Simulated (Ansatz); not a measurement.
This geometry of ClH + F2H2Si (7 atoms, charge 0, multiplicity 1) is a first-order saddle point.

The calculation used RKS PBE/def2-SVPD in Ansatz 0.2.0.

```xyz
7
Properties=species:S:1:pos:R:3
Si -0.403 -0.101 -0.247
H 1.179 -0.647 0.027
F -0.436 -1.421 -1.252
F -1.345 -0.586 0.990
H -0.839 0.965 -1.174
H 1.221 0.168 0.520
Cl 0.624 1.621 1.134
```

Task: Which two structures does it join? (They come from a converged band through this point; their orientation in space is the band's.)

Result: Bonds broken: Si1–H2, H6–Cl7. Bonds formed: Si1–Cl7, H2–H6. ClH + F2H2Si becomes ClF2HSi + H2.

First end point:

```xyz
7
Properties=species:S:1:pos:R:3
Si -0.395 -0.601 -0.826
H 0.974 -1.048 -1.204
F -1.440 -1.837 -1.077
F -0.389 -0.305 0.802
H -0.924 0.617 -1.500
H 0.677 1.099 1.759
Cl 1.498 2.074 2.045
```

Last end point:

```xyz
7
Properties=species:S:1:pos:R:3
Si -0.855 0.455 -0.460
H 1.770 -1.554 0.930
F 0.011 -0.467 -1.491
F -1.256 -0.478 0.817
H -2.086 0.931 -1.133
H 2.094 -0.892 1.144
Cl 0.323 2.005 0.193
```

Task: How far does it lie above each of them?

Result: 1.32 eV above the first and 1.88 eV above the second. This is the barrier of this one path; another mechanism may lie lower. The orbitals stay closed-shell, which can raise the energy where a bond breaks towards radicals; this wasn't checked here.

Time of the run: 2.3 min on 2 threads of Intel(R) Xeon(R) Platinum 8488C (Sapphire Rapids) (shared host), peak memory 0.18 GiB.
